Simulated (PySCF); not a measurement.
B(Cl)2(OH) (BCl₂HO), SMILES B(Cl)(Cl)O. Atoms are numbered in the order given.

```xyz
5

B      0.3653     0.0091     0.0000
Cl    -0.5585    -1.5089     0.0000
Cl    -0.4796     1.5526     0.0000
O      1.7167     0.0127     0.0000
H      2.0874    -0.8897     0.0000
```

The structure is a stationary point at PBE-D3(BJ)/def2-SVP. The values are those of a single conformer.

Calculation: HF/def2-TZVPD run with PySCF.

Isolated molecule, no solvent.

* **total energy**: -1019.34132 hartree
* **point group**: Cs
* **highest occupied level**: -12.52 eV
* **lowest empty level**: 1.04 eV
* **orbital gap**: 13.56 eV
* **dipole moment**: 1.82 D
* **quadrupole, principal values (traceless, Buckingham form, about the centre of nuclear charge)**: -5.76, 0.08, 5.68 D·Å
* **mean static polarisability**: 42.8 bohr³ (6.35 Å³)
* **polarisability, principal values**: 34.0, 42.9, 51.6 bohr³
